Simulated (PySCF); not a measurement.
## How methods differ on the ionisation energy of Rh⁺

Rh⁺ [Kr] 4d8 (3F) → Rh²⁺ [Kr] 4d7 (4F), as a difference of total energies. Calculation: PySCF 2.14, in x2c-SVPall; scalar relativity by spin-free X2C-1e. Correlated levels: valence: [Kr] frozen. The calculations carry no spin-orbit coupling.

```csv
method,ionisation energy (eV)
UHF,16.187
MN15,18.442
BP86,18.664
MP2 (valence),17.445
SCS-MP2 (valence),17.452
```

**Question.** How much does correlation contribute at MP2 (valence)?

**Answer.** 17.445 − (16.187) = 1.258 eV, measured against UHF.

The reference lies between the lowest fine-structure levels, while these numbers refer to the centres of the terms.

Errors of the correlated levels include the incompleteness of this basis and the frozen core.

For comparison: 18.08 eV (semi-empirical (NIST evaluation); NIST Atomic Spectra Database, ionization energies).
